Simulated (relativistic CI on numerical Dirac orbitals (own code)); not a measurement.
W39+: q coefficients and field-shift factors

Method of calculation: Dirac-Coulomb-Breit CI, KLI orbitals optimised for each configuration, derivatives by finite differences, unscaled Slater integrals, QED left out (own radial code, finite nucleus).

Configurations in the expansion (outside the closed core [Ar] 3d10): 4s2 4p5, 4s 4p6, 4s2 4p4 4d, 4s 4p5 4d, 4s2 4p4 4f, 4s 4p5 4f. Double excitations out of closed p, d and f shells are left out; levels of such configurations are missing from the list, as are those of other unlisted configurations, and high levels can miss mixing partners.

With x = (α/α₀)² − 1 an excitation energy changes as ω = ω₀ + qx; K = 2q/ω₀ is the relative enhancement. Terms are leading LS components, so labels can repeat. The field-shift factor is F = δν/δ⟨r²⟩ for the transition from the lowest level.

Lowest level 4s2 4p5 2P°_3/2.

```
            Level  ω₀ (cm⁻¹)  q (cm⁻¹)       K  F (GHz/fm²)
  4s2 4p5 2P°_1/2     747775    907300    2.43         -130
4s2 4p4 4d 4D_3/2    1218381     50160  0.0823         14.1
4s2 4p4 4d 4D_5/2    1236284     62140   0.101         13.7
4s2 4p4 4d 4P_1/2    1238404     80380    0.13        -47.5
4s2 4p4 4d 4F_7/2    1257426     52400  0.0833         13.2
4s2 4p4 4d 2D_3/2    1327087     60200  0.0907         14.2
4s2 4p4 4d 2F_7/2    1381414    210000   0.304           17
4s2 4p4 4d 4F_9/2    1388905    208800   0.301         16.8
4s2 4p4 4d 2P_1/2    1389498    349500   0.503         -321
4s2 4p4 4d 2D_5/2    1500942    215100   0.287         18.8
4s2 4p4 4d 2D_3/2    1542629    239400    0.31         13.6
4s2 4p4 4d 2D_5/2    1567904    252300   0.322         9.44
    4s 4p6 2S_1/2    1661697    883200    1.06        -1400
```

At this charge energies of transitions that change n are usually good to better than 1 %, and those within a shell (Δn = 0) to a few per cent.
